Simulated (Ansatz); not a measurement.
Reactions of CH$_{7}$NO$_{2}$Si (`OCN[SiH2]O`).

Calculated with Ansatz (gas phase, PBE0-D4/def2-TZVP geometries, no zero-point term in ΔE). CCSD(T)/CBS is the MP2 limit (def2-TZVPP, def2-QZVPP) plus CCSD(T) − MP2 in def2-TZVPP, frozen cores. This one scheme is used for every species, atoms too. DFT in def2-TZVPP. No spin–orbit coupling; open shells (•) take unrestricted orbitals. Spin–orbit coupling would lower the free atoms: a little for C, O, Si. Bonds to Br are less sure, by a few kJ/mol each and by 10 to 20 or more in all where they break to atoms, as the def2 sets lack core-valence functions. Scalar relativity is left out up to krypton. Each species was taken in one conformer, which may not be the lowest.

```
                                                    reaction  ωB97M-V (kJ/mol)  ωB97X-V (kJ/mol)  PBE-D4 (kJ/mol)  MP2/CBS(def2) (kJ/mol)
                    `OCN[SiH2]O` + HBr → `OCN[SiH2]Br` + H₂O                 8                 8               -1                      -2
`OCN[SiH2]O` + `O[BH][AlH][F]` → `O[SiH2][AlH][F]` + `OBNCO`               -70               -73              -85                     -70
                       `OCN[SiH2]O` + H₂ → `CN[SiH2]O` + H₂O               -70               -68              -68                     -79
 `OCN[SiH2]O` + `SC1N[SiH2]1` → `OCN[SiH2]S` + `OC1N[SiH2]1`                76                73               64                      89
                  `OCN[SiH2]O` → C• + 7 H• + N• + 2 O• + Si•              4416              4414             4466                    4488
     `OCN[SiH2]O` + `CCO[SiH3]` → `C[SiH2]NCO` + `OCO[SiH3]`               130               128              118                     141
                     `OCN[SiH2]O` + H₂S → `OCN[SiH2]S` + H₂O                40                40               25                      32
                       `OCN[SiH2]O` + H₂ → `OCN[SiH3]` + H₂O                93                90               85                      96
                                 `OCN[SiH2]O` → `N[SiH2]OCO`                 8                 6                9                      12
```

Give the CCSD(T)/CBS values in the same order. (An estimate is asked.)

Ansatz gave: 3, -72, -77, 81, 4412, 135, 35, 90, 9 kJ/mol.

Largest T1 diagnostic: 0.014, for `O[BH][AlH][F]`.
